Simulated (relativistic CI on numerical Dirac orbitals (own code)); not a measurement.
## One change at a time: Er65+

Base calculation: Dirac-Coulomb-Breit CI, KLI orbitals optimised for each configuration, model QED (radiative potential, 1s self-energy scaled to tabulated hydrogen-like ionisation energies), unscaled Slater integrals.

CI space (outside the closed core 1s2): 2s, 2p, 3s, 3p, 3d, 4s, 4p, 4d, 4f, 5s, 5p, 5d, 5f, 5g. Levels of other configurations are missing.

Variants: (1) P86 correlation estimate. Shifts of the energy above 2s ²S1/2, in eV, for the lowest level and the first level of each name with at least 55 % of one term (blank where a level changes its place among those of its configuration and J or its character, or is not in the variant):

| Level | Base | Δ(1) |
| --- | --- | --- |
| 2s ²S1/2 | 0.0 | 0.0 |
| 2p ²P°1/2 | 169.0 | -0.3 |
| 2p ²P°3/2 | 1196.3 | -0.3 |
| 3s ²S1/2 | 9192.4 | +0.5 |
| 3p ²P°1/2 | 9238.4 | +0.5 |
| 3p ²P°3/2 | 9544.4 | +0.5 |
| 3d ²D3/2 | 9556.3 | +0.6 |
| 3d ²D5/2 | 9644.9 | +0.6 |
| 4s ²S1/2 | 12347.6 | +1.0 |
| 4p ²P°1/2 | 12366.2 | +1.0 |
| 4p ²P°3/2 | 12494.6 | +1.0 |
| 4d ²D3/2 | 12499.7 | +1.0 |
| 4d ²D5/2 | 12537.2 | +1.0 |
| 4f ²F°5/2 | 12537.4 | +1.0 |
| 4f ²F°7/2 | 12555.7 | +1.0 |
| 5s ²S1/2 | 13785.6 | +1.2 |
| 5p ²P°1/2 | 13795.0 | +1.3 |
| 5p ²P°3/2 | 13860.3 | +1.3 |
| 5d ²D3/2 | 13862.9 | +1.2 |
| 5d ²D5/2 | 13882.1 | +1.2 |
| 5f ²F°5/2 | 13882.2 | +1.3 |
| 5g ²G7/2 | 13891.6 | +1.2 |

At this charge energies of transitions that change n are usually good to better than 1 %, and those within a shell (Δn = 0) to a few per cent.

Ionisation energy from the two ground configurations alone: base 16273.3 eV. The NIST ASD value (theoretical) is 16274.6 eV.
